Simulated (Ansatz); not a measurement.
Basis-set extrapolation for C3H7FSi (`FC/C=C/[SiH3]`) (PBE0-D4/def2-TZVP geometry, frozen core, the Gaussian-basis code of Ansatz). Multiplicity 1, RHF reference.

|  | def2-TZVPP | def2-QZVPP |
| --- | --- | --- |
| HF | -506.121996 | -506.140673 |
| MP2 correlation | -0.865709 | -0.930644 |
| CCSD(T) correlation | -0.948976 | not run |

Energies in hartree. Use E(X) = E(∞) + A·exp(−7.88·√X) for Hartree–Fock and E(X) = E(∞) + B·X^(−2.97) for correlation, with X = 3 and 4, and add CCSD(T) minus MP2 of the smaller set to the MP2 limit.

What is the CCSD(T) energy at the basis-set limit?

HF limit: -506.140673 + (-0.018677) × 0.13774 = -506.14325. MP2 limit: -0.930644 + (-0.064935) × 0.74074 = -0.97874. Higher-order term: -0.948976 − (-0.865709) = -0.08327. Total: -507.20526 hartree, 3.65 eV below CCSD(T)/def2-TZVPP.
